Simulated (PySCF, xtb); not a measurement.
W(O)(S)(NH2)(OSiH3) (H5NO2SSiW), SMILES [NH2][W](=[O])(=[S])[O][SiH3], multiplicity 1.

xtb 6.7.1 with GFN2-xTB at its own geometry gives an orbital gap of 2.91 eV and a dipole moment of 5.90 D.

Geometry: B3LYP-D3(BJ)/def2-SVP. The multiplicity is an assumed one; no other spin state was optimised. The structure was generated by enumeration; whether it is a known compound was not checked. The def2 effective core potentials stand for the cores of W; spin–orbit coupling is left out. The values are those of a single conformer.

### Question
What does B3LYP/def2-TZVP (PySCF) give? (The exact figures need the calculation; the answer reports its results.)

### Answer
gap 4.78 eV (levels -7.16 and -2.37 eV), dipole 3.84 D.
